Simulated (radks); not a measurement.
The numbers below are computed, except where a source is named.
Initial-state core-level shifts of neutral zirconium when its valence configuration changes from [Kr] 4d2 5s2. Code: a radial shooting solver on a logarithmic mesh with Libxc functionals. Model: scalar-relativistic Kohn-Sham, r2SCAN, spin-polarised, spherical densities, finite nucleus; open shells are filled with parallel spins first (spin-orbit coupling, left out, can overturn this in heavy ions); meta-GGA in the generalised Kohn-Sham scheme; Fermi nuclear charge, rms radius 4.2694 fm. Shifts are changes of the shell-averaged eigenvalues in eV (positive: less bound); the change of the density at the nucleus, which sets a Mossbauer isomer shift, is in e/bohr^3, on a base of 7.606e+04.

| valence | 2s | 3p | 3d | 4p | density at nucleus |
|---|---|---|---|---|---|
| 4d2 5s1 5p1 | -0.946 | -0.950 | -0.950 | -0.923 | -7.132 |
| 4d1.5 5s2 5p0.5 | -2.162 | -2.138 | -2.145 | -1.892 | +2.484 |
| 4d3 5p1 | +1.628 | +1.592 | +1.606 | +1.255 | -18.357 |
| 4d3 5s1 | +2.771 | +2.749 | +2.760 | +2.459 | -9.294 |
| 4d1 5s2 5p1 | -4.427 | -4.367 | -4.383 | -3.809 | +5.395 |
| 4d3.5 5s0.5 | +3.806 | +3.777 | +3.794 | +3.377 | -14.446 |
| 5s2 5p2 | -9.252 | -9.080 | -9.118 | -7.683 | +12.062 |
| 4d2.5 5p1.5 | -0.165 | -0.193 | -0.184 | -0.377 | -17.679 |
| 4d3 5s0.5 5p0.5 | +2.180 | +2.151 | +2.163 | +1.838 | -13.889 |
